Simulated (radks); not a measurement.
Exchange energies: the exact (Fock) value of the Kohn-Sham orbitals and density-functional approximations, as 100 (|E| - |E exact|)/|E exact|, negative where the magnitude is too small. Species: Ge2+ [Ar] 3d10 4s2; Au [Xe] 4f14 5d10 6s1; Mn [Ar] 3d5 4s2; N3+ [He] 2s2; Re [Xe] 4f14 5d5 6s2. Calculated with a radial shooting solver on a logarithmic mesh with Libxc functionals: non-relativistic Kohn-Sham, PBE, spin-polarised, spherical densities, point nucleus. Every spin shell is full or empty, so the densities are truly spherical. Functionals are evaluated on that one density, not self-consistently.

| functional | Ge2+ | Au | Mn | N3+ | Re |
|---|---|---|---|---|---|
| exact (hartree) | -76.8481 | -338.083 | -50.8762 | -5.12570 | -309.923 |
| LDA | -5.64 | -3.78 | -6.41 | -12.75 | -3.81 |
| PBEsol | -2.44 | -1.77 | -2.76 | -5.24 | -1.74 |
| WC | -0.83 | -0.59 | -1.02 | -2.99 | -0.53 |
| AM05 | -5.13 | -3.58 | -5.76 | -10.06 | -3.61 |
| SOGGA | -2.46 | -1.77 | -2.78 | -5.38 | -1.75 |
| B86b | +0.28 | +0.04 | +0.30 | -0.08 | +0.12 |
| EV93 | +0.34 | -0.47 | +0.70 | +4.58 | -0.38 |
| SCAN | +0.37 | +0.08 | +0.40 | -0.34 | +0.15 |
| r2SCAN | +0.11 | -0.15 | +0.13 | -0.42 | -0.09 |
| Tao-Mo | -0.44 | -0.80 | -0.24 | +0.68 | -0.73 |
